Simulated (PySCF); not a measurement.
# Electronic absorption of C4H6F3PS

Compound: C₄H₆F₃PS.
Numbering: `[CH3:1][S:2][CH2:3]/[P:4]=[CH:5]\[C:6]([F:7])([F:8])[F:9]` (hydrogens: H10, H11, H12 on C1; H13, H14 on C3; H15 on C5)

Method used: TDDFT wB97X-D/def2-SVPD, vertical, gas phase, core orbitals frozen in the response in PySCF. One conformer (not necessarily the lowest) at the GFN2-xTB geometry, without solvent, vibrations or thermal averaging. Torsions of this conformer, `[CH3:1][S:2][CH2:3]/[P:4]=[CH:5]\[C:6]([F:7])([F:8])[F:9]`: C1–S2–C3–P4 -76°, S2–C3–P4–C5 -130°, P4–C5–C6–F7 -52°.

List the vertical singlet excitations with oscillator strengths and describe the spectrum.

| state | E (eV) | ν̃ (cm⁻¹) | f | \|μ\| (D) | main configurations (H = HOMO, L = LUMO) |
| --- | --- | --- | --- | --- | --- |
| S1 | 3.94 | 31750 | 0.062 | 2.04 | H→L (91%) |
| S2 | 4.74 | 38270 | 0.037 | 1.44 | H-2→L (77%), H-1→L (15%) |
| S3 | 5.50 | 44380 | 0.158 | 2.75 | H-1→L (49%), H→L+1 (32%), H-2→L (10%) |
| S4 | 5.59 | 45120 | 0.082 | 1.96 | H→L+1 (51%), H-1→L (30%) |
| S5 | 6.40 | 51650 | 0.0056 | 0.48 | H→L+2 (74%), H→L+3 (17%) |
| S6 | 6.47 | 52150 | 0.0076 | 0.56 | H-3→L (75%), H-4→L (13%) |
| S7 | 6.75 | 54410 | 0.0082 | 0.57 | H→L+3 (66%), H→L+2 (18%) |
| S8 | 7.26 | 58520 | 0.0019 | 0.26 | H→L+4 (28%), H-4→L (19%), H-1→L+2 (12%) |

Triplets (Tamm–Dancoff): T1 2.85 eV, H-1→L (67%), H→L (26%); T2 3.53 eV, H-2→L (36%), H→L (36%), H-1→L (26%); T3 3.99 eV, H-2→L (53%), H→L (35%).

The lowest singlet lies at 3.94 eV (315 nm, ultraviolet) and is of moderate strength; its leading configuration is HOMO→LUMO (91%). The strongest level in the table is S3 at 5.50 eV (225 nm, f = 0.158). Löwdin shares by element: HOMO sulfur 64%, carbon 18% or more, phosphorus 6%; LUMO phosphorus 44%, carbon 36% or more, sulfur 6%. The listed states span 3.32 eV. Orbital energies (eV): HOMO-3 -11.40, HOMO-2 -10.36, HOMO-1 -10.03, HOMO -8.64, LUMO -0.72, LUMO+1 1.84, LUMO+2 2.05. The oscillator strengths of these states sum to 0.363; summed over the whole spectrum of an exact calculation they would give the number of electrons, 88 (Thomas–Reiche–Kuhn). The window holds the lowest 8 singlets.
